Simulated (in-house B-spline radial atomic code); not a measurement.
RPA and G0W0 on BHandHLYP: Al IV (Al3+)

Configuration [He] 2s2 2p6, mean-field start BHandHLYP. Computed with an all-electron radial atomic-structure program (B-spline basis): all electrons, scalar-relativistic (spin-free one-electron X2C), finite nucleus, each spin shell either full or empty, empty states to l = 9 with an (l + 1/2)⁻⁴ tail; G0W0 by contour deformation at full frequency.

Command:
```bash
python run_gw.py task.json out
```
Settings (radii: box in bohr, nucleus in fm):
```
Z                        13
electrons                10
configuration            [He] 2s2 2p6
hamiltonian              x2c
method                   bhandhlyp
lmax                     9
rms_radius               3.061
spin_polarised           False
box_radius               14.14
intervals                70
```

Run time, properties included: 1.5 s on 1 thread of Arm Neoverse N1 (shared host).

Energies (hartree):

| term | value |
| --- | --- |
| mean-field total | -240.85127 |
| Hartree-Fock functional on these orbitals | -240.43228 |
| direct second order | -0.64479 |
| second-order exchange | 0.22934 |
| SOSEX correction | 0.21279 |

Question: What is the RPA correlation energy, and what remains with SOSEX?

Answer: RPA gives -0.57951 hartree (-1.58 eV per electron); RPA + SOSEX gives -0.36672, and the second-order doubles -0.41545 hartree (no singles). RPA lacks exchange-type terms and so overcorrelates at short range.

Quasi-particle levels (eV):

| level | occupied | mean field | Σx - vxc | Σc | QP weight | G0W0 |
| --- | --- | --- | --- | --- | --- | --- |
| 2p | yes | -113.55 | -8.30 | ? | ? | ? |
| 2s | yes | -155.75 | -12.23 | 4.57 | 0.950 | -163.41 |
| 1s | yes | -1589.52 | -40.68 | 22.91 | 0.877 | -1607.29 |
| 3s | no | -31.68 | 3.74 | -0.45 | 0.997 | -28.382 |

G0W0 = mean field + (Σx - vxc) + Σc, with Σc (partial-wave tail included) taken at the quasi-particle energy.

Question: Where does G0W0 put 2p?

Answer: At -120.13 eV, with Σc = 1.71 eV and a quasi-particle weight of 0.967. The tabulated removal energy is 119.992 ± 0.0019 eV (NIST, measured); the calculation leaves out spin-orbit coupling, Breit and QED terms, and what these don't explain is the method's own error.
